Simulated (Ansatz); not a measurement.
Mulliken charges of Cl₃Sb, SMILES `[Cl][Sb]([Cl])[Cl]` from PBE/def2-TZVPP in Ansatz (PBE0-D4/def2-TZVP geometry).

| atom | x (Å) | y (Å) | z (Å) | charge (e) |
| --- | --- | --- | --- | --- |
| Cl1 | 0.487 | 0.284 | 1.965 | -0.289 |
| Sb2 | 0.806 | -0.224 | -0.291 | 0.866 |
| Cl3 | -0.944 | -1.753 | -0.513 | -0.289 |
| Cl4 | -0.293 | 1.633 | -1.182 | -0.289 |

Q: By hand: the dipole of these point charges (1 e Å = 4.8032 D).

A: Σ q r = (0.915, -0.241, -0.330) e Å, of length 1.002 e Å = 4.81 D.

Q: How does the dipole of the full density compare? (Best estimate.)

A: Computed: (0.476, -0.126, -0.172) e Å, 2.51 D; the point charges give 1.92 times that, at 0° from its direction.

Point charges leave out the atoms' own dipoles, such as those of lone pairs, and Mulliken's split depends on the basis, so the two needn't agree.
